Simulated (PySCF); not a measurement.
# Property card for `C#C[Si@@H](O[SiH3])[SiH2]NC`

Species: C3H11NOSi3.
Geometry (PBE0-D3(BJ)/def2-SVP, Å), atoms numbered from 1 in this order:
```xyz
19
C3H11NOSi3 angstrom
C     -0.9143    0.6552    2.4065
C     -0.7878    0.0406    1.3621
Si    -0.5804   -0.8282   -0.2501
O     -1.9708   -0.6449   -1.1471
Si    -3.6057   -0.3966   -0.9895
Si     1.1933    0.1009   -1.4735
N      2.6808   -0.0606   -0.5987
C      2.9486    0.5312    0.6912
H     -1.0299    1.1917    3.3319
H     -0.3712   -2.2752    0.0577
H     -4.1754   -0.2205   -2.3548
H     -4.2527   -1.5711   -0.3295
H     -3.8739    0.8262   -0.1753
H      1.3633   -0.6629   -2.7479
H      0.7961    1.5081   -1.8330
H      3.5132   -0.2537   -1.1441
H      3.4000    1.5410    0.6350
H      2.0126    0.6294    1.2630
H      3.6221   -0.1026    1.2929
```

Some functional groups and rings: alkyne, Si–H bond, siloxane link and C–Si bond.

PBE0-D3(BJ)/def2-SVP geometry optimisation, gas phase (PySCF):

```
Point group                  : C1
Rotational constants A, B, C : 1.900, 0.620, 0.496 GHz
```

CAM-B3LYP/def2-SVPD ground state, ΔSCF and vertical TDDFT (core frozen in the response) (PySCF):

```
Dipole moment                                                     : 1.75 D
HOMO energy                                                       : -8.00 eV
LUMO energy                                                       : 0.13 eV
HOMO–LUMO gap                                                     : 8.13 eV
Lowest singlet excitation                                         : 5.08 eV (244 nm, f = 0.005)
Strongest line among the 10 lowest singlet transitions            : S8 at 6.70 eV (185 nm, f = 0.071)
Lowest triplet excitation (Tamm–Dancoff)                          : 4.66 eV
Static isotropic polarisability                                   : 125.8 au
Vertical ionisation energy                                        : 8.63 eV
Electronic spatial extent ⟨r²⟩ about the centre of nuclear charge : 2292 bohr²
```

**PBE0/pcSseg-1 ground state and GIAO shieldings, non-relativistic (PySCF)**

```
Lowest Hirshfeld atomic charge                              : -0.31 e on O4
Highest Hirshfeld atomic charge                             : +0.38 e on Si5
13C chemical shifts (computed TMS as zero) by class         : 107.9 (C1), 90.5 (C2), 32.1 (C8) ppm
1H chemical shifts (computed TMS as zero) by class          : 5.32 (H10), 4.99 (H11/H12/H13), 4.86 (H15), 4.68 (H14), 2.79 (H9), 2.70 (H17/H18/H19), -0.62 (H16) ppm
Isotropic shieldings of nuclei other than C and H, by class : 266 (N7), 330 (O4), 389 (Si5), 392 (Si3), 404 (Si6) ppm
Mayer bond orders between heavy atoms                       : C1–C2 2.56, C2–Si3 0.88, Si3–O4 0.89, O4–Si5 0.90, Si3–Si6 0.89, Si6–N7 1.00, N7–C8 0.96
```

Monoisotopic mass from the formula: 161.0148 u.

No computed singlet falls in the visible range (750 to 380 nm, 1.65 to 3.26 eV); S1 lies 1.82 eV above its blue end. A dipole of 1.75 D is allowed in C1, and pure rotational transitions are dipole-allowed. The 10 singlets span 5.08 to 7.12 eV, and their oscillator strengths add up to 0.20. With B = h/(8π²I), that is 505.379 GHz u Å² over I, the principal moments of inertia are 266.0, 815.5 and 1018.5 u Å² (most abundant isotopes). The ΔSCF ionisation energy exceeds −ε(HOMO) by 0.63 eV with CAM-B3LYP. The rotational constants make it an asymmetric top with κ = (2B − A − C)/(A − C) = -0.82, nearer the prolate limit (−1). The polarisability is 18.64 Å³ as a volume (1 au = 0.148185 Å³), or 1.46 au for each of the 86 electrons.

 NMR classes are plain means over equivalent atoms (diastereotopic ones count apart unless rotation or inversion swaps them), as if these changed places fast; in this geometry the members of some classes differ.

One conformer stands for the species.
